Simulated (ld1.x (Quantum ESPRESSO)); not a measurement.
## Cr (Z = 24): TM pseudisation with LDA (PZ), scalar-relativistic reference atom.

Cr, norm-conserving Troullier–Martins (Kleinman–Bylander form), made with ld1.x (Quantum ESPRESSO) 7.5 (LDA (PZ), scalar-relativistic). Core [Ar], reference 3d3 4s0 4p0 (charge +3). Waves: 4s (bound, empty): rc 2.35 bohr; 4p (bound, empty): rc 2.20 bohr; 3d (bound): rc 1.30 bohr; 4f channel at 0.25 Ry: rc 2.45 bohr. Local part: all-electron potential smoothed inside 1.60 bohr (lloc = -2). Core correction: Bessel-smoothed model core, default radius (core density twice the valence density).

All-electron outer shells of the reference configuration (LDA (PZ), scalar-relativistic, ld1.x):

```json
{"shell": "3p", "level (eV)": "-83.70", "outermost node (bohr)": "0.33", "outermost maximum (bohr)": "0.79"}
{"shell": "3d", "level (eV)": "-39.39", "outermost node (bohr)": "–", "outermost maximum (bohr)": "0.79"}
{"shell": "4s", "level (eV)": "-28.96", "outermost node (bohr)": "1.08", "outermost maximum (bohr)": "2.16"}
{"shell": "4p", "level (eV)": "-22.53", "outermost node (bohr)": "1.16", "outermost maximum (bohr)": "2.45"}
```

**Question.** Does the generator finish with these settings?

**Answer.** Yes, a potential is produced and its reference levels are reproduced.

**Question.** Estimate the cutoffs (Ry, on a coarse ladder) from which the occupation-weighted sum of valence levels, in a spherical-Bessel basis at the reference potential, stays within 10 and 1 mRy of its value at 400 Ry.

**Answer.** 120 Ry and 140 Ry.

**Question.** What does a ghost test show?

**Answer.** Ghost state, extra bound levels that the all-electron valence spectrum of the same l lacks: s at -16.7 eV. A true bound ghost makes a file unfit for plane-wave use. The logarithmic derivative shows an extra or strongly shifted pseudo pole above the reference energy (s near -1.31 Ry).

Its largest configuration-test error is -959 meV (3d5 4s0 4p0). 6 of 9 tests not solved or not reliable. Not counted: 3d6 4s0 4p0 (solver errors, printed error -268 eV); 3d4 4s1 4p0 (solver errors, printed error -246 eV); 3d4 4s2 4p0 (solver errors, printed error -238 eV); 3 more.
